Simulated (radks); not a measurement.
Values are calculated unless marked as measured or tabulated.
All-electron atom: Te2+ in [Kr] 4d10 5s2 5p2.

Code: a radial shooting solver on a logarithmic mesh with Libxc functionals. Model: Dirac Kohn-Sham, BLYP, spin-unpolarised, spherical densities, point nucleus; open shells are shared between the two j in proportion to 2j + 1.

Energy parts (eV):
total: -184940.884
kinetic: 195605.036
electron-nucleus: -448299.818
Hartree: 72547.368
exchange-correlation: -4793.471

Orbitals (lengths in bohr, moments of r in powers of bohr; <r^-3> diverges for s and p1/2):
\begin{tabular}{lrrrrr}
orbital & occ. & eigenvalue (eV) & <r^-3> & <r> & <1/r> \\ \hline
1s1/2 & 2 & -31631.19 & - & 0.02781 & 55.58 \\
2s1/2 & 2 & -4865.507 & - & 0.1194 & 12.94 \\
2p1/2 & 2 & -4560.147 & - & 0.1008 & 12.93 \\
2p3/2 & 4 & -4285.519 & 4908 & 0.1064 & 11.96 \\
3s1/2 & 2 & -983.5242 & - & 0.3219 & 4.602 \\
3p1/2 & 2 & -857.9753 & - & 0.3123 & 4.512 \\
3p3/2 & 4 & -806.8024 & 933.7 & 0.3237 & 4.274 \\
3d3/2 & 4 & -585.2454 & 148.6 & 0.2947 & 4.127 \\
3d5/2 & 6 & -574.5428 & 137.8 & 0.2983 & 4.065 \\
4s1/2 & 2 & -183.3548 & - & 0.7643 & 1.837 \\
4p1/2 & 2 & -140.1962 & - & 0.8011 & 1.724 \\
4p3/2 & 4 & -130.4431 & 178.1 & 0.8298 & 1.647 \\
4d3/2 & 4 & -61.5830 & 20.99 & 0.9618 & 1.384 \\
4d5/2 & 6 & -60.1058 & 19.27 & 0.9738 & 1.365 \\
5s1/2 & 2 & -32.6208 & - & 1.975 & 0.6600 \\
5p1/2 & 0.666667 & -22.9591 & - & 2.292 & 0.5625 \\
5p3/2 & 1.33333 & -21.8836 & 19.62 & 2.375 & 0.5403 \\
\end{tabular}

The highest occupied level is 5p3/2 at -21.884 eV. For comparison, the ionisation energy in NIST's Atomic Spectra Database is 27.84 eV (measured). In exact Kohn-Sham theory the highest level is minus the ionisation energy, but local and semilocal functionals leave it too shallow, through self-interaction and a potential that decays too fast; potentials with the right tail come closer. Summed over all electrons, <r^2> = 40.31 bohr^2, which gives a Langevin (diamagnetic) susceptibility term of -31.9 x 10^-6 cm^3/mol.

Beside tabulated values, note that spin-unpolarised runs miss the spin-polarisation part of the exchange energy of open shells.
